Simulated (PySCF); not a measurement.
B(OH)2(SH) (BH3O2S), SMILES OB(O)S. The structure is a stationary point at B3LYP-D3(BJ)/def2-SVP. One conformer was computed; it need not be the lowest.

Give the equilibrium geometry at B3LYP-D3(BJ)/def2-SVP (PySCF confirms it by a frequency run) as bond lengths and angles, and its point group. (The exact figures need the calculation; the answer reports its results.)

One answer among several that fit: point group Cs.
Atoms: B1 O2 H3 O4 H5 S6 H7. Bond lengths (Å): B1–O2 1.364, B1–O4 1.366, B1–S6 1.831, O2–H3 0.964, O4–H5 0.965, S6–H7 1.351. Angles (°): O2–B1–O4 125.5, O2–B1–S6 115.9, O4–B1–S6 118.6, B1–O2–H3 115.7, B1–O4–H5 115.4, B1–S6–H7 94.8.
Charge 0, spin multiplicity 1.
